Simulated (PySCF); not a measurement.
Delta-SCF ions had no search for a lower state. Excitations are Tamm–Dancoff values on a coarser integration grid. The basis has no diffuse functions, so Rydberg states are missing or too high.

**C4H7ClSi, SMILES `[SiH3]/C=C/C=C/Cl` (C–C–C–C torsion 180°) (charge 0, multiplicity 1)**

Method: TPSSh-D3(BJ)/def2-TZVP // CAM-B3LYP-D3(BJ)/def2-TZVP (PySCF 2.14.0).

```json
{
  "HOMO": "-6.33 eV",
  "dipole_moment": "0.37 D",
  "HOMO–LUMO gap": "4.49 eV",
  "LUMO": "-1.84 eV",
  "S1 excitation (TDA)": "5.52 eV",
  "S1 oscillator strength": "1.28",
  "brightest of the four lowest singlets (TDA)": "5.52 eV",
  "T1 excitation (TDA)": "3.01 eV",
  "S1–T1 gap (TDA)": "2.51 eV",
  "vertical ionisation energy (Delta-SCF)": "8.54 eV",
  "total_energy": "-906.4321 Ha",
  "cost": "very roughly 16 core-minutes"
}
```

```xyz
13

Si    -2.5648     0.2038    -0.0048
C     -0.8038     0.4842     0.4985
C      0.2340    -0.1279    -0.0737
C      1.6193     0.0789     0.3065
C      2.6184    -0.5528    -0.2914
Cl     4.2700    -0.3291     0.1369
H     -3.1908     1.4666    -0.4579
H     -2.5942    -0.7813    -1.1085
H     -3.3624    -0.3097     1.1320
H     -0.5907     1.1841     1.3034
H      0.0644    -0.8349    -0.8818
H      1.8269     0.7773     1.1089
H      2.4738    -1.2592    -1.0964
```
Charge 0, spin multiplicity 1.
